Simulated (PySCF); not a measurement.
Al(F)(Me)(Ph), C7H8AlF, SMILES [c]1([Al]([CH3])[F])ccccc1, GFN2-xTB optimised geometry.

```
17

Al     1.01     1.78     0.00
F      0.20     3.22     0.00
C      3.00     1.78     0.00
H      3.42     1.28     0.87
H      3.38     2.81     0.00
H      3.42     1.28    -0.88
C     -0.14     0.17     0.00
C      0.41    -1.11     0.00
C     -0.39    -2.24     0.00
C     -1.77    -2.10     0.01
C     -2.34    -0.84     0.01
C     -1.54     0.28     0.01
H      1.49    -1.22    -0.01
H      0.05    -3.22     0.00
H     -2.40    -2.98     0.01
H     -3.42    -0.74     0.02
H     -1.98     1.27     0.01
```

Density from CAM-B3LYP/def2-SVP (PySCF 2.14.0) at that geometry.

Minimum of the electron density along straight lines between bonded atoms, close to the bond critical point (lines longer than 1.1 times the sum of covalent radii, or with two minima, are not listed):

| bond | length / Å | ρ at the minimum / e bohr⁻³ | ∇²ρ there / e bohr⁻⁵ | position (fraction from the first atom) |
|---|---|---|---|---|
| Al1–F2 | 1.656 | 0.098 | 1.00 | 0.44 |
| Al1–C3 | 1.988 | 0.080 | 0.30 | 0.40 |
| C3–H4 | 1.093 | 0.266 | -0.93 | 0.63 |
| C3–H5 | 1.095 | 0.266 | -0.94 | 0.63 |
| C3–H6 | 1.093 | 0.266 | -0.93 | 0.63 |
| Al1–C7 | 1.984 | 0.082 | 0.31 | 0.40 |
| C7–C8 | 1.396 | 0.307 | -0.78 | 0.49 |
| C8–C9 | 1.384 | 0.315 | -0.82 | 0.50 |
| C9–C10 | 1.386 | 0.314 | -0.82 | 0.50 |
| C10–C11 | 1.385 | 0.315 | -0.82 | 0.50 |
| C7–C12 | 1.397 | 0.306 | -0.77 | 0.49 |
| C11–C12 | 1.384 | 0.315 | -0.82 | 0.50 |
| C8–H13 | 1.083 | 0.282 | -1.07 | 0.63 |
| C9–H14 | 1.081 | 0.283 | -1.08 | 0.63 |
| C10–H15 | 1.081 | 0.284 | -1.09 | 0.63 |
| C11–H16 | 1.081 | 0.283 | -1.08 | 0.63 |
| C12–H17 | 1.085 | 0.283 | -1.08 | 0.63 |
